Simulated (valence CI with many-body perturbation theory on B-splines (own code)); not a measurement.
Cr XIX: electric-dipole lines

Level of theory: configuration interaction combined with many-body perturbation theory (CI+MBPT): four valence electrons over a frozen Dirac-Fock core [He], a basis of 11 s, 11 p, 10 d, 8 f, 5 g, 2 h functions for each j, with the one-electron correlation potential Σ1 (screened to all orders), the two-electron term Σ2, the three-electron term Σ3, Breit, model QED; selected single and double excitations, second order for the rest, scaled by the run's own slope (own B-spline code, finite nucleus).

No measured spectrum was set against this ion. As an estimate, levels of excited configurations hold to 0.05 to 0.15 % of their energy, terms of the ground configuration to about 0.5 %. Among the levels kept, up to 850 cm⁻¹ of a level comes from second order outside the variational space, and about a tenth of that is noise between levels of different J, which matters for small intervals.

Lines 51 to 100 of 552 in falling wavelength, among levels below 977.44 eV, chosen from the strongest by gf and those to the six lowest levels. Wavelengths and rates use the calculated energies, so an error of 500 cm⁻¹ moves a line at 544.5 Å by 0.27 % and its rate by three times that or more. Electric multipoles are in the length gauge with retardation, E1 and E2 with the static RPA response of the core. Weak lines are less certain than strong ones. Lines between different terms over intervals too small for the method are left out, as are lines whose strength nearly cancels. The highest levels of a list are the least certain.

Names give the largest LS component (configuration and term), which can be under half, so a name can repeat, a term be missing and a line seem to break the LS rules; names also repeat where a configuration has a term twice. Letters in brackets count levels of one name in rising energy.

```csv
λ vac (Å),Upper,Lower,A (s⁻¹),log gf,Branch %
544.5,2s 2p2 3d 3G_4,2s 2p2 3p 3F°_3,1.19e+09,-0.32,0.1
544.4,2s 2p2 3d 1F_3 [b],2s 2p2 3p 1D°_2 [b],1.06e+09,-0.48,0.0
541.8,2s 2p2 3d 5D_3,2s 2p2 3p 5P°_2,8.34e+08,-0.59,0.0
540.5,2s 2p2 3p 3F°_3,2s 2p2 3s 3D_2,1.35e+09,-0.38,0.6
539.2,2p3 3d 5D°_1,2p3 3p 5P_1,1.03e+09,-0.87,0.5
539.0,2p3 3d 5D°_2,2p3 3p 5P_1,5.17e+08,-0.95,0.4
536.5,2s 2p2 3p 3D°_1 [c],2s 2p2 3s 3S_1,7.41e+08,-1.02,0.1
536.5,2s 2p2 3d 5F_1,2s 2p2 3p 5D°_0,7.10e+08,-1.04,0.5
536.4,2s2 2p 3d 3F°_4,2s2 2p 3p 3D_3,1.22e+09,-0.32,95.8
535.2,2s2 2p 3p 3D_3,2s2 2p 3s 3P°_2,1.40e+09,-0.38,3.6
534.2,2s 2p2 3d 3F_4 [b],2s 2p2 3p 3F°_4,3.66e+08,-0.85,0.0
533.2,2s 2p2 3d 1D_2 [c],2s 2p2 3p 1P°_1 [c],8.67e+08,-0.73,0.0
532.9,2s 2p2 3p 5P°_3,2s 2p2 3s 5P_3,1.31e+09,-0.41,0.2
529.4,2s 2p2 3d 3D_3 [e],2s 2p2 3p 3P°_2 [d],7.77e+08,-0.64,0.0
527.8,2s 2p2 3p 3S°_1 [b],2s 2p2 3s 3P_2 [b],1.32e+09,-0.78,0.1
526.6,2s 2p2 3d 3F_2 [c],2s 2p2 3p 3D°_1 [c],1.04e+09,-0.66,0.0
526.1,2s 2p2 3p 3P°_2 [d],2s 2p2 3s 3P_2 [b],1.27e+09,-0.58,0.1
525.6,2s 2p2 3p 5D°_4,2s 2p2 3s 5P_3,1.72e+09,-0.19,57.3
525.1,2s 2p2 3d 5D_3,2s 2p2 3p 5D°_3,3.48e+08,-1.00,0.0
524.6,2s 2p2 3d 5F_2,2s 2p2 3p 5D°_1,8.38e+08,-0.76,0.2
523.1,2s 2p2 3d 1D_2 [b],2s 2p2 3p 3P°_1 [d],8.63e+08,-0.75,0.0
521.3,2s 2p2 3p 5D°_3,2s 2p2 3s 5P_2,1.61e+09,-0.34,15.6
520.2,2s2 2p 3d 3F°_3,2s2 2p 3p 3D_2,1.31e+09,-0.43,0.0
518.9,2s 2p2 3p 3P°_2 [c],2s 2p2 3s 3P_1 [b],1.46e+09,-0.53,0.3
517.3,2s 2p2 3d 3D_2 [c],2s 2p2 3p 3P°_1 [c],1.20e+09,-0.62,0.0
513.7,2s 2p2 3p 3F°_4,2s 2p2 3s 3D_3,1.88e+09,-0.17,24.2
511.5,2s 2p2 3p 5D°_2,2s 2p2 3s 5P_1,1.34e+09,-0.58,19.7
511.2,2s 2p2 3p 3P°_1 [c],2s 2p2 3s 3P_0 [b],8.03e+08,-1.03,0.0
508.5,2s2 2p 3d 3D°_3,2s2 2p 3p 3P_2,9.05e+08,-0.61,0.0
508.0,2s 2p2 3p 5P°_1,2s 2p2 3s 5P_2,1.00e+09,-0.93,0.1
507.6,2s 2p2 3d 3D_2 [d],2s 2p2 3p 1P°_1 [b],8.80e+08,-0.77,0.0
505.9,2s 2p2 3d 3G_3,2s 2p2 3p 3F°_2,1.27e+09,-0.47,0.9
505.8,2s 2p2 3p 5P°_2,2s 2p2 3s 5P_2,9.02e+08,-0.76,0.2
505.5,2s 2p2 3p 3D°_1 [b],2s 2p2 3s 3D_2,7.67e+08,-1.05,0.0
504.5,2s2 2p 3p 3D_2,2s2 2p 3s 3P°_1,1.56e+09,-0.53,3.3
501.2,2s2 2p 3p 3S_1,2s2 2p 3s 3P°_2,1.55e+09,-0.76,1.1
500.7,2s 2p2 3p 1D°_2 [a],2s 2p2 3s 3D_1,6.23e+08,-0.93,0.0
499.4,2s2 2p 3d 1D°_2 [b],2s2 2p 3p 3P_1,1.04e+09,-0.71,0.0
498.9,2s 2p2 3d 3D_3 [e],2s 2p2 3p 3D°_3 [c],4.31e+08,-0.95,0.0
497.2,2s2 2p 3d 1D°_2 [a],2s2 2p 3p 1P_1,1.33e+09,-0.61,0.0
495.9,2s 2p2 3d 1G_4,2s 2p2 3p 3D°_3 [b],3.58e+08,-0.93,0.0
493.7,2s 2p2 3d 3D_3 [b],2s 2p2 3p 1D°_2 [a],4.29e+08,-0.96,0.0
492.1,2s 2p2 3p 3D°_2 [c],2s 2p2 3s 3S_1,1.80e+09,-0.49,0.3
491.2,2s 2p2 3d 3F_4 [a],2s 2p2 3p 3D°_3 [a],1.63e+09,-0.28,0.0
491.2,2s 2p2 3d 5P_3,2s 2p2 3p 5P°_3,1.00e+09,-0.60,0.0
490.9,2s2 2p 3p 1P_1,2s2 2p 3s 3P°_0,1.21e+09,-0.88,1.2
489.2,2s2 2p 3p 3P_2,2s2 2p 3s 3P°_2,1.63e+09,-0.53,0.9
486.0,2s 2p2 3d 3P_2 [c],2s 2p2 3p 3P°_2 [d],8.46e+08,-0.82,0.0
485.9,2s 2p2 3p 3P°_1 [c],2s 2p2 3s 3S_1,8.60e+08,-1.04,0.1
484.9,2s 2p2 3d 3F_2 [a],2s 2p2 3p 3D°_1 [a],1.33e+09,-0.63,0.0
```

How does gf follow from A for the line at 511.2 Å?

gf = 1.4992 × (2J+1)_upper × A / σ², with σ = 195631 cm⁻¹ and 2J+1 = 3: gf = 0.0943.
